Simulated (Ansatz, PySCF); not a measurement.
Gas-phase reaction (SMILES): [F][Ge]([F])([F])[Br] + F (HF) -> [F][Ge]([F])([F])[F] [tetrafluorogermane] + Br (HBr); hydrogen fluoride cleaves one Ge-Br bond, a model of a ligand-exchange step.

Geometries: B3LYP-D3(BJ)/def2-TZVP minima from Ansatz (an electronic-structure program). Correlated levels leave the core frozen unless marked. Spin-orbit coupling is left out. Frozen are the shells of the preceding noble gas and the d and f shells that filled before the atom's block. Non-relativistic. CBS marks a two-point X^-3 extrapolation of the correlation energy; Hartree-Fock from the larger set (for Q and 5 zeta extrapolated as (X+1)exp(-9√X)). Thermal terms are rigid-rotor harmonic-oscillator values from B3LYP-D3(BJ) frequencies (Ansatz or PySCF) at 298.15 K and 1 atm. 1 Eh = 627.5095 kcal/mol.

```csv
species,"E, CCSD(T)/CBS(cc-pVQZ,cc-pV5Z) (Ansatz) (Eh)","E, PBE0-D4/def2-TZVPD (Ansatz + dftd4) (Eh)",H - E (Eh)
[F][Ge]([F])([F])[Br],-4947.75876,-4950.15127,0.01540
F (HF),-100.39528,-100.39487,0.01259
[F][Ge]([F])([F])[F],-2474.86722,-2476.07688,0.01633
Br (HBr),-2573.28264,-2574.45927,0.00927
```

**Question.** Work out ΔE and ΔH at 298.15 K at the first level, then ΔH at the second.

**Answer.** 
1. ΔE = [(-2474.86722) + (-2573.28264)] - [(-4947.75876) + (-100.39528)] = 0.00418 Eh = 2.6 kcal/mol at CCSD(T)/CBS(cc-pVQZ,cc-pV5Z).
2. The terms H - E add up to -0.00239 Eh, so ΔH = (0.00418 + (-0.00239))×627.5095 = 1.1 kcal/mol.
3. At PBE0-D4/def2-TZVPD the same steps give ΔE = 6.3 and ΔH = 4.8 kcal/mol, a shift of +3.7 from the first level.
4. These values are not checked against measurement here, since the tables used lack a sound gas-phase enthalpy of formation for at least one species.
